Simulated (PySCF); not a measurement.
Computed IR spectrum (relative IR intensity) of a molecule C₂H₆F₂Si. Geometry: PBE-D3(BJ)/def2-SVP. Other conformers were not sampled. Method: PBE-D3(BJ)/def2-SVP (PySCF 2.14.0). Frequencies are harmonic and unscaled.

ν (cm⁻¹): 142 (vw), 293 (w), 428 (m), 787 (m), 800 (w), 870 (vs), 901 (m), 955 (w), 969 (s), 1026 (w), 1221 (vw), 1374 (vw), 1426 (vw), 1430 (vw), 2214 (s), 2968 (vw), 2976 (w), 3064 (w), 3068 (w) (against the strongest line: vs over 80 %, s over 45 %, m over 15 %, w over 4 %, vw less)

Task: Identify the compound among the candidates.
A. CC(F)(F)[SiH3]
B. C[Si](C)(F)F
C. CC[SiH](F)F
D. C[SiH2]C(F)F

Result: C, CC[SiH](F)F
